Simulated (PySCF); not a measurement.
## Static response to an electric field

2,6-difluoropyridine, C₅H₃F₂N.
Numbering: `[F:1][c:2]1[cH:3][cH:4][cH:5][c:6]([F:7])[n:8]1` (hydrogens: H9 on C3; H10 on C4; H11 on C5)

Structure used (GFN2-xTB), in Å, numbered top down from 1:
```xyz
11
C5H3F2N angstrom
F     -2.026   -1.862   -0.043
C     -1.003   -1.007   -0.024
C     -1.252    0.356    0.007
C     -0.149    1.196    0.025
C      1.127    0.653    0.011
C      1.221   -0.730   -0.020
F      2.422   -1.308   -0.035
N      0.194   -1.549   -0.038
H     -2.262    0.728    0.017
H     -0.282    2.266    0.050
H      2.015    1.261    0.024
```

Level: CAM-B3LYP/def2-SVPD (PySCF), static field, nuclei fixed, core orbitals frozen in the response. The polarisability tensor in these axes (au):

```
x   77.69  0.87 -0.02
y    0.87 70.82  0.75
z   -0.02  0.75 38.18
```

Task: Diagonalise the tensor; give its mean and Δα, where Δα² is half the sum of the squared differences of the eigenvalues.

Result: Principal values 38.17, 70.73 and 77.79 au; mean 62.23 au = 9.22 Å³ = 10.26 × 10⁻⁴⁰ C²·m²/J; Δα = 36.61 au (59 % of the mean).

Task: What is the dipole moment, and where does it point?

Result: (-0.49, 3.96, 0.09) D, 3.99 D in size, pointing from the negative to the positive side. Measured along this direction, the outermost atoms are F7, F1 and N8 at the negative end and H10 at the positive end.

Task: Sum over states: ᾱ = Σ f/ω², ω in Eh. What share falls to these 8 lowest TDDFT singlets (eV, f)? 5.49, 0.0737; 6.18, 0.0033; 6.48, 0.0598; 6.63, 0.0000; 7.43, 0.0000; 7.58, 0.4621; 7.70, 0.4334; 7.98, 0.0000.

Result: They add up to 14.30 au, 23.0 % of the 62.23 au; the largest single term is 5.96 au, from the state at 7.58 eV. Terms in order: 1.81, 0.06, 1.06, 0.00, 0.00, 5.96, 5.41, 0.00 au. Higher excitations give the rest. The strengths listed sum to 1.032.

Task: Find the Langevin capture rate constant for NO+ (29.998 u) meeting this molecule (115.023 u), k = 2.342 × 10⁻⁹ cm³/s × √(α in Å³ / reduced mass in u).

Result: The reduced mass is 23.79 u, so k = 1.46 × 10⁻⁹ cm³/s. The formula leaves out the permanent dipole, which adds to the capture rate.

Task: What would n − 1 = 2πNα be for an ideal gas of these molecules at 350 K and 1 atm, electronic part alone?

Result: N = p/kT = 2.0968 × 10¹⁹ cm⁻³, so n − 1 = 2π × N × 9.22 × 10⁻²⁴ cm³ = 1215 × 10⁻⁶ at long wavelengths, for an ideal gas.

Task: What depolarisation ratio follows for Rayleigh scattering of linearly polarised light, taking the static tensor?

Result: ρ = 3Δα²/(45ᾱ² + 4Δα²) = 4020.8/(174259 + 5361.1) = 0.0224.

Geometry: GFN2-xTB; no solvent, vibrations or thermal averaging.
